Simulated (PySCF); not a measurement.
CH3Cl2NSi2, SMILES Cl[Si]1(Cl)C=N[SiH2]1. Coordinates come from a r2SCAN-D4/def2-SVP optimisation. The structure was generated by enumeration, and PubChem lists no compound with its InChIKey, so it may never have been made.

Computed equilibrium geometry at r2SCAN-D4/def2-SVP (PySCF confirms it by a frequency run) as a Z-matrix, and its point group:
point group Cs.
```
Si
C 1 1.9193
N 2 1.2892 1 106.32
H 2 1.1081 3 120.69 1 180.00
Si 3 1.8122 2 106.63 4 180.00
H 5 1.4909 3 112.12 2 118.02
H 5 1.4909 6 109.74 3 -125.28
Cl 1 2.0769 2 115.14 4 63.37
Cl 1 2.0769 2 115.14 4 -63.37
```
